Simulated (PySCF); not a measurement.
Fill in the blanks.

C6H6O2S.
InChI=1S/C6H6O2S/c1-2-6-4-3-5-9(6,7)8/h1,4H,3,5H2

```json
{"property": "point group of the GFN2-xTB geometry", "level": "GFN2-xTB", "value": "C1"}
{"property": "rotational constants A, B, C of the GFN2-xTB geometry", "level": "GFN2-xTB", "value": "2.116, 1.418, 1.029 GHz"}
{"property": "dipole moment", "level": "PBE0/def2-SVPD", "value": "5.32 D"}
{"property": "HOMO energy", "level": "PBE0/def2-SVPD", "value": "?"}
{"property": "LUMO energy", "level": "PBE0/def2-SVPD", "value": "?"}
{"property": "lowest singlet excitation", "level": "TDDFT PBE0/def2-SVPD", "value": "?"}
{"property": "strongest line among the 8 lowest singlet transitions", "level": "TDDFT PBE0/def2-SVPD", "value": "?"}
{"property": "lowest triplet excitation (Tamm–Dancoff)", "level": "TDA PBE0/def2-SVPD", "value": "3.36 eV"}
{"property": "static isotropic polarisability", "level": "PBE0/def2-SVPD", "value": "94.7 au"}
{"property": "electronic spatial extent ⟨r²⟩ about the centre of nuclear charge", "level": "PBE0/def2-SVPD", "value": "?"}
```

Electronic properties: PySCF, gas phase, density fitting.

What is the LUMO energy?

-1.70 eV.

Give the strongest line among the 8 lowest singlet transitions.

S2 at 5.36 eV (231 nm, f = 0.193).

What is the lowest singlet excitation?

4.91 eV (252 nm, f = 0.003).

Give the HOMO energy.

-7.67 eV.

Give the electronic spatial extent ⟨r²⟩ about the centre of nuclear charge.

1201 bohr².

With B = h/(8π²I), that is 505.379 GHz u Å² over I, the principal moments of inertia are 238.8, 356.4 and 491.2 u Å² (most abundant isotopes). The polarisability is 14.03 Å³ as a volume (1 au = 0.148185 Å³), or 1.28 au for each of the 74 electrons. The rotational constants make it an asymmetric top with κ = (2B − A − C)/(A − C) = -0.28, nearer the prolate limit (−1). The principal polarisabilities are 67.7, 88.2 and 128.0 au; their mean is the isotropic value. A dipole of 5.32 D is allowed in C1, and pure rotational transitions are dipole-allowed. No computed singlet falls in the visible range (750 to 380 nm, 1.65 to 3.26 eV); S1 lies 1.65 eV above its blue end.

One conformer stands for the species.
